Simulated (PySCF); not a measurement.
Spinor energies of Eu⁴⁺ (europium, charge +4)

Start: [Xe] 4f5; 4f5/2 filled at m_j = -3/2, -1/2, +1/2, +3/2, +5/2. Calculated with PySCF 2.14 in x2c-SVPall-2c (7s10p9d3f1g, 112 functions): generalised Hartree-Fock with the X2C-1e Hamiltonian and a Gaussian nucleus; one run each with spin-orbit coupling (SO) switched off, then screened by Boettger's factors.

```tsv
spinor shell	electrons	ε, spin-free (eV)	ε, screened SO (eV)	weight of nominal j (screened SO)	rms radius, screened SO (bohr)
1s1/2	2	-48812.1	-48803.5	1.000	0.0254
2s1/2	2	-8181.0	-8178.4	1.000	0.103
2p1/2	2	-7289.8	-7745.9	1.000	0.0881
2p3/2	4	-7289.8	-7093.1	1.000	0.0944
3s1/2	2	-1895.0	-1894.1	1.000	0.266
3p1/2	2	-1611.8	-1706.9	1.000	0.257
3p3/2	4	-1611.8	-1570.2	1.000	0.270
3d3/2	4	-1231.8	-1249.6	0.995	0.243
3d5/2	6	-1231.8	-1219.0	0.997	0.246
4s1/2	2	-442.90	-442.61	1.000	0.600
4p1/2	2	-346.55	-369.62	0.976	0.617
4p3/2	4	-346.55	-336.25	0.988	0.644
4d3/2	4	-208.55	-217.58	0.728	0.694
5s1/2	2	-100.44	-100.38	1.000	1.45
5p1/2	2	-72.792	-76.705	0.957	1.55
5p3/2	4	-72.792	-71.042	0.978	1.63
4f5/2	5	-68.101	-68.081	0.644	0.882
```

(1) Where does 4d5/2 lie, and what is the 4d spin-orbit splitting (screened SO)?

| quantity | spin-free | screened SO |
| --- | --- | --- |
| E (hartree) | -10833.46625 | -10840.05608 |
| M_J | 5/2 | 5/2 |
| ⟨J²⟩ | 13.760 | 12.991 |
| ⟨L²⟩ | 30.007 | 29.756 |
| ⟨S²⟩ | 8.752 | 8.655 |

The determinant has a definite M_J but mixes levels of different J.

Each row is a mean over spinors that exchange with the open shell spreads, by up to 10.015 eV (4d3/2).

Rows whose weight is well below 1 are mixtures of j = l ± 1/2: exchange outweighs spin-orbit coupling there, and the label is only the starting occupation.

Breit and QED terms are absent; they matter most for the inner s and p1/2 levels.

Densities and radii are taken from the X2C orbitals without a picture-change correction, which distorts them close to the nucleus.

Without spin-orbit coupling the j labels of p, d and f shells carry no meaning; the spin-free column gives the mean over the occupied spinors of each nl shell, and its ⟨J²⟩ belongs to a mixture of degenerate components.

## Answers

(1) At -202.27 eV, 15.318 eV above 4d3/2.
